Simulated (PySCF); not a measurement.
SMILES [SiH3]c1c(cccc1)-c1occc1, GFN2-xTB optimised geometry.

```
22

Si    -2.07    -1.05     0.00
C     -1.03     0.52     0.00
C     -1.67     1.76     0.00
C     -0.98     2.95     0.00
C      0.41     2.94     0.00
C      1.08     1.73     0.00
C      0.37     0.52     0.00
C      1.11    -0.72     0.00
C      2.45    -1.01    -0.01
C      2.56    -2.42     0.00
C      1.29    -2.89     0.01
O      0.41    -1.88     0.01
H     -3.47    -0.59    -0.01
H     -1.86    -1.83    -1.22
H     -1.87    -1.83     1.22
H     -2.75     1.78     0.00
H     -1.51     3.89     0.00
H      0.96     3.86     0.00
H      2.16     1.72     0.00
H      3.26    -0.31    -0.02
H      3.47    -2.99     0.00
H      0.89    -3.89     0.02
```

Density from CAM-B3LYP/def2-SVP in PySCF at that geometry.

Minimum of the electron density along straight lines between bonded atoms, close to the bond critical point (lines longer than 1.1 times the sum of covalent radii, or with two minima, are not listed):

```tsv
bond	length / Å	ρ at the minimum / e bohr⁻³	∇²ρ there / e bohr⁻⁵	position (fraction from the first atom)
Si1–C2	1.891	0.113	0.34	0.38
C2–C3	1.390	0.310	-0.78	0.50
C3–C4	1.383	0.316	-0.83	0.50
C4–C5	1.386	0.314	-0.82	0.50
C5–C6	1.380	0.317	-0.83	0.50
C2–C7	1.403	0.302	-0.75	0.49
C6–C7	1.396	0.308	-0.78	0.50
C7–C8	1.448	0.284	-0.73	0.48
C8–C9	1.374	0.321	-0.81	0.52
C9–C10	1.413	0.296	-0.72	0.50
C10–C11	1.361	0.328	-0.85	0.48
C8–O12	1.349	0.285	0.06	0.33
C11–O12	1.341	0.288	0.14	0.33
Si1–H13	1.471	0.116	0.34	0.49
Si1–H14	1.463	0.118	0.33	0.49
Si1–H15	1.462	0.118	0.33	0.49
C3–H16	1.081	0.285	-1.10	0.64
C4–H17	1.080	0.284	-1.09	0.63
C5–H18	1.080	0.284	-1.10	0.63
C6–H19	1.079	0.285	-1.09	0.63
C9–H20	1.070	0.286	-1.12	0.64
C10–H21	1.071	0.286	-1.13	0.64
C11–H22	1.072	0.291	-1.19	0.65
```
